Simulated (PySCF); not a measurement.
Si(H)(F)(Me)(OMe) (C2H7FOSi), SMILES CO[SiH](C)F.

Geometry: B3LYP-D3(BJ)/def2-SVP. The structure was generated by enumeration, and PubChem lists no compound with its InChIKey, so it may never have been made. Other conformers were not sampled.

The numbers are results of PySCF with TDDFT-PBE/def2-SVPD, not measurements.

Vertical excitations. 

```
state  energy (eV)  λ (nm)      f                            main pairs
-----  -----------  ------  -----  ------------------------------------
S1            7.02     177  0.004                        HOMO→LUMO 98 %
S2            7.16     173  0.012                      HOMO→LUMO+1 99 %
S3            7.36     168  0.018    HOMO→LUMO+2 76 %, HOMO−1→LUMO 20 %
S4            7.44     167  0.008    HOMO−1→LUMO 78 %, HOMO→LUMO+2 16 %
S5            7.61     163  0.054                    HOMO−1→LUMO+1 86 %
S6            7.73     160  0.018  HOMO−1→LUMO+2 81 %, HOMO→LUMO+3 13 %
S7            7.79     159  0.027                      HOMO→LUMO+3 85 %
S8            8.05     154  0.002                      HOMO−2→LUMO 99 %
S9            8.14     152  0.026                      HOMO→LUMO+4 92 %
S10           8.20     151  0.029                    HOMO−1→LUMO+3 90 %
T1            6.85     181      0                        HOMO→LUMO 97 %
T2            7.02     177      0                      HOMO→LUMO+2 98 %
T3            7.08     175      0                      HOMO→LUMO+1 96 %
T4            7.26     171      0                      HOMO−1→LUMO 96 %
```
Triplets are in the Tamm–Dancoff approximation, which puts them higher than full response would, so one can lie above its singlet here.
